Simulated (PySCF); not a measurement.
**Two-component Hartree-Fock for Ag²⁷⁺ (silver, charge +27)**

Start: [Ar] 3d2; 3d3/2 filled at m_j = +1/2, +3/2. Calculated with PySCF 2.14 in an uncontracted even-tempered set (16 s from 4 bohr⁻², ratio 2.8; 12 p from 5.2 bohr⁻², ratio 2.8; 8 d from 5.2 bohr⁻², ratio 2.8; 3 f from 16 bohr⁻², ratio 3): generalised Hartree-Fock with the X2C-1e Hamiltonian and a Gaussian nucleus; one run each with spin-orbit coupling (SO) switched off, then screened by Boettger's factors.

```csv
spinor shell,electrons,"ε, spin-free (eV)","ε, screened SO (eV)",weight of nominal j (screened SO),"rms radius, screened SO (bohr)"
1s1/2,2,-26868.1,-26865.7,1.000,0.0357
2s1/2,2,-5058.1,-5057.1,1.000,0.145
2p1/2,2,-4659.0,-4785.2,1.000,0.126
2p3/2,4,-4659.0,-4599.7,1.000,0.130
3s1/2,2,-1756.8,-1756.5,1.000,0.363
3p1/2,2,-1618.6,-1651.8,0.987,0.353
3p3/2,4,-1618.6,-1602.9,0.994,0.363
3d3/2,2,-1459.4,-1462.6,0.970,0.321
```

| quantity | spin-free | screened SO |
| --- | --- | --- |
| E (hartree) | -4834.60264 | -4835.88125 |
| M_J | 2 | 2 |
| ⟨J²⟩ | 8.001 | 6.188 |
| ⟨L²⟩ | 12.001 | 10.886 |
| ⟨S²⟩ | 2.000 | 1.666 |

Each row is a mean over spinors that exchange with the open shell spreads, by up to 18.180 eV (3p1/2).

⟨J²⟩ departs a little from M_J(M_J + 1) because the unrestricted spinors polarise the closed shells.

Breit and QED terms are absent; they matter most for the inner s and p1/2 levels.

Densities and radii are taken from the X2C orbitals without a picture-change correction, which distorts them close to the nucleus.

Without spin-orbit coupling the j labels of p, d and f shells carry no meaning; the spin-free column gives the mean over the occupied spinors of each nl shell, and its ⟨J²⟩ belongs to a mixture of degenerate components.
